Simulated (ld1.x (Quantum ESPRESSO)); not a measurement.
**Cutoff test, gold, RRKJ**

| Property | Result |
| --- | --- |
| Element | Au |
| Generator | ld1.x (Quantum ESPRESSO) 7.5 |
| Type | norm-conserving RRKJ (Kleinman–Bylander form) |
| Functional | PBE |
| Relativity | fully relativistic |
| Frozen core | [Xe] 4f14 |
| Valence charge | 11 |
| Reference configuration | 5d10 6s0 6p0 (charge +1) |
| Partial waves | 6p (bound, empty): rc 2.20 bohr; 5d (bound): rc 1.70 bohr; 6s (bound, empty): rc 1.90 bohr |
| Local potential | the s channel |
| Core correction | a·sin(br)/r model core inside 1.50 bohr |

Open shells are filled in proportion to 2j + 1 (rel_dist='average').

The pseudo-atom Hamiltonian at the reference potential is diagonalised in spherical Bessel functions j_l(qr) that vanish at 20 bohr, with q² up to the cutoff. All-electron valence levels (Ry): 6p1/2 -0.5490, 6p3/2 -0.4751, 5d3/2 -1.1979, 5d5/2 -1.0827, 6s -0.9718.

How do the lowest levels (Ry) of each channel move with the cutoff, and are there ghosts?

```
cutoff (Ry)  p1/2 #1  p1/2 #2  p3/2 #1  d3/2 #1  d3/2 #2  d5/2 #1     s #1     s #2     f #1    f #2  Σ f·Δε (mRy)
          8  -0.5462  -0.1497  -0.4108  -0.3376  -0.0992  -0.3447  -0.9498  -0.2326  -0.0482  0.0502        7869.8
         12  -0.5476  -0.1501  -0.4392  -0.5054  -0.1188  -0.5136  -0.9535  -0.2331  -0.0482  0.0502        6185.0
         18  -0.5484  -0.1502  -0.4669  -0.8766  -0.1401  -0.8422  -0.9666  -0.2356  -0.0482  0.0502        2728.7
         25  -0.5490  -0.1503  -0.4747  -1.0946  -0.1467  -1.0133  -0.9693  -0.2361  -0.0483  0.0502         830.2
         35  -0.5490  -0.1503  -0.4750  -1.1905  -0.1488  -1.0790  -0.9702  -0.2363  -0.0483  0.0502          52.3
         45  -0.5490  -0.1503  -0.4751  -1.1977  -0.1490  -1.0826  -0.9714  -0.2365  -0.0483  0.0502           1.9
         55  -0.5491  -0.1503  -0.4751  -1.1979  -0.1490  -1.0826  -0.9715  -0.2365  -0.0483  0.0502           1.0
         70  -0.5491  -0.1503  -0.4751  -1.1979  -0.1490  -1.0827  -0.9717  -0.2365  -0.0483  0.0502           0.4
        400  -0.5491  -0.1503  -0.4751  -1.1980  -0.1490  -1.0828  -0.9718  -0.2366  -0.0483  0.0502           0.0
```

Result: no extra level below or beside the all-electron valence levels (p1/2, p3/2, d3/2, d5/2, s, f tested); 10 mRy is reached at 40 Ry and 1 mRy at 55 Ry.

Its largest configuration-test error is -1022 meV.
